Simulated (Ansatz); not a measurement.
Input file for Ansatz (a first-principles code): R-SVWN5/def2-TZVPPD on HF (SMILES F). Files ending in .json are basis or fitting sets from the Basis Set Exchange.

Ansatz 0.2 input:
```yaml
crystal:
  periodic: [false, false, false]
  atoms:
    - {symbol: F, position_ang: [-0.35665686, -0.02499772, 3.43294004]}
    - {symbol: H, position_ang: [0.12072743, 0.45350659, 2.79338406]}
basis:
  gaussian:
    orbitals: def2-TZVPPD.json
hamiltonian:
  xc: {name: SVWN5}
scf: {lower_state_search: off}
```

The head of its log:

```
WARN ansatz: RAYON_NUM_THREADS=1 ignored (pool sized by the plan → 1); use --threads N
Functional definition: SVWN5
these checks for a lower state are left out or cut short: stability, starts, cluster_reference, orbital_swaps, neighbouring_geometries, increment
integrals: 0.00 GiB planned
256 factors; their error is unknown
mean field: 0.08 GiB planned
mean field evaluation 1: about -2715.3369 eV, gradient 3.4e1 eV
mean field evaluation 2: about -2709.4611 eV, gradient 7.4e1 eV
```

### Question
What total energy does the run end on?

### Answer
-99.8454 hartree.
